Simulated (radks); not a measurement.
The numbers below are computed, except where a source is named.
Question: These are the eigenvalues of the occupied orbitals of an atom or ion with whole-number occupations (eV). Code: a radial shooting solver on a logarithmic mesh with Libxc functionals. Model: scalar-relativistic Kohn-Sham, SCAN, spin-polarised, spherical densities, finite nucleus; meta-GGA in the generalised Kohn-Sham scheme; Fermi nuclear charge, rms radius of each element as measured or else 0.836 A^(1/3) + 0.57 fm.

orbital  eigenvalue
1s down   -74261.32
1s up     -74261.32
2s up     -13222.20
2s down   -13222.15
2p up     -11552.26
2p down   -11552.23
3s up     -3328.215
3s down   -3327.435
3p up     -2834.764
3p down   -2833.933
3d up     -2282.613
3d down   -2281.924
4s up     -949.6401
4s down   -948.0211
4p up     -786.1506
4p down   -784.5810
4d up     -582.1553
4d down   -580.6091
5s up     -366.4802
5s down   -365.8266
4f up     -354.6599
4f down   -353.0830

Which element is it, and in what charge state? The configuration may be excited. Open shells, if any, are filled with parallel spins first.

Answer: Z = 76, osmium, charge +15: Os15+ in [Kr] 4d10 4f13 5s2. The list shows which subshells hold electrons but not how many an open one holds; the 1s level, -2729.1 hartree, gives Z - s = 73.9 by -(Z - s)^2/2, which with screening and relativity narrows Z to a few neighbours, and the depths of the outer levels then fix element, charge and occupations together.
